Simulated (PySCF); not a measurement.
F₂Zn (SMILES [F][Zn][F]), singlet, geometry from GFN2-xTB (such geometries of metal compounds can be far from the true shape); HF/STO-3G (PySCF).

The PySCF input:
```python
from pyscf import gto, scf

mol = gto.Mole()
mol.atom = '''
    Zn    0.11178456    0.21961568    0.22606771
    F    -0.39394830    0.70092960   -1.31061117
    F     0.02133311   -1.43298187    0.55705213
'''
mol.basis = 'sto-3g'
mol.verbose = 4
mol.build()

mf = scf.RHF(mol)
mf.kernel()
```

Question: Write the output that PySCF gives for this input, abridged.

Answer: 
```
PySCF version 2.14.0

[INPUT] verbose = 4
[INPUT] num. atoms = 3
[INPUT] num. electrons = 48
[INPUT] charge = 0
[INPUT] spin (= nelec alpha-beta = 2S) = 0
[INPUT] symmetry False subgroup None
[INPUT] Mole.unit = angstrom
[INPUT] Symbol           X                Y                Z      unit          X                Y                Z       unit  Magmom
[INPUT]  1 Zn     0.111784560000   0.219615680000   0.226067710000 AA    0.211242203355   0.415013487860   0.427206057508 Bohr   0.0
[INPUT]  2 F     -0.393948300000   0.700929600000  -1.310611170000 AA   -0.744454394238   1.324564976601  -2.476696167096 Bohr   0.0
[INPUT]  3 F      0.021333110000  -1.432981870000   0.557052130000 AA    0.040313735285  -2.707943275767   1.052675962806 Bohr   0.0

nuclear repulsion = 184.257976013886
number of shells = 14
number of NR pGTOs = 84
number of NR cGTOs = 28
basis = sto-3g
ecp = {}

******** <class 'pyscf.scf.hf.RHF'> ********
method = RHF
initial guess = minao
damping factor = 0
level_shift factor = 0
DIIS = <class 'pyscf.scf.diis.CDIIS'>
diis_start_cycle = 1
diis_space = 8
diis_damp = 0
SCF conv_tol = 1e-09
SCF conv_tol_grad = None
SCF max_cycles = 50
direct_scf = True
direct_scf_tol = 1e-13
Set gradient conv threshold to 3.16228e-05
Initial guess from minao.
init E= -1950.95983498816
  HOMO = -0.408822211977433  LUMO = -0.334671659740653  gap/eV = 2.01774
cycle= 1 E= -1953.11969209724  delta_E= -2.16  |g|= 0.519  |ddm|= 2.25
  HOMO = -0.133279622538405  LUMO = 0.29391326107021  gap/eV = 11.62451
cycle= 2 E= -1953.36763604037  delta_E= -0.248  |g|= 0.228  |ddm|= 1.41
  HOMO = -0.235858022486141  LUMO = 0.241434829748903  gap/eV = 12.98780
cycle= 3 E= -1953.38969560224  delta_E= -0.0221  |g|= 0.0945  |ddm|= 0.313
  HOMO = -0.246402160406008  LUMO = 0.226266841991099  gap/eV = 12.86198
cycle= 4 E= -1953.39878121371  delta_E= -0.00909  |g|= 0.0387  |ddm|= 0.284
  HOMO = -0.254832820569343  LUMO = 0.214476047605074  gap/eV = 12.77054
cycle= 5 E= -1953.4002979083  delta_E= -0.00152  |g|= 0.0172  |ddm|= 0.131
  HOMO = -0.250743147037879  LUMO = 0.215803979564894  gap/eV = 12.69539
cycle= 6 E= -1953.40063350595  delta_E= -0.000336  |g|= 0.0151  |ddm|= 0.0337
  HOMO = -0.251742457087084  LUMO = 0.215933401187099  gap/eV = 12.72611
cycle= 7 E= -1953.40128674463  delta_E= -0.000653  |g|= 0.0137  |ddm|= 0.0665
  HOMO = -0.248499156806913  LUMO = 0.219089713144543  gap/eV = 12.72374
cycle= 8 E= -1953.40349327076  delta_E= -0.00221  |g|= 0.0126  |ddm|= 0.35
  HOMO = -0.249567588556582  LUMO = 0.21887081246373  gap/eV = 12.74686
cycle= 9 E= -1953.40369226213  delta_E= -0.000199  |g|= 0.0063  |ddm|= 0.0506
  HOMO = -0.251338052416523  LUMO = 0.219460531574376  gap/eV = 12.81108
cycle= 10 E= -1953.40386767734  delta_E= -0.000175  |g|= 0.00251  |ddm|= 0.124
  HOMO = -0.251657006843804  LUMO = 0.219488349626646  gap/eV = 12.82052
cycle= 11 E= -1953.40387183698  delta_E= -4.16e-06  |g|= 0.000724  |ddm|= 0.00891
  HOMO = -0.251558655098958  LUMO = 0.21954367102056  gap/eV = 12.81935
cycle= 12 E= -1953.40387229374  delta_E= -4.57e-07  |g|= 0.000105  |ddm|= 0.00481
  HOMO = -0.251561633690331  LUMO = 0.219536455650738  gap/eV = 12.81923
cycle= 13 E= -1953.40387230305  delta_E= -9.31e-09  |g|= 1.94e-05  |ddm|= 0.000453
  HOMO = -0.251559245495901  LUMO = 0.219537841172263  gap/eV = 12.81920
cycle= 14 E= -1953.40387230346  delta_E= -4.09e-10  |g|= 1.21e-05  |ddm|= 0.000147
  HOMO = -0.251562324022778  LUMO = 0.219535751538765  gap/eV = 12.81923
Extra cycle  E= -1953.40387230354  delta_E= -7.46e-11  |g|= 4.82e-06  |ddm|= 2.42e-05
converged SCF energy = -1953.40387230354
```
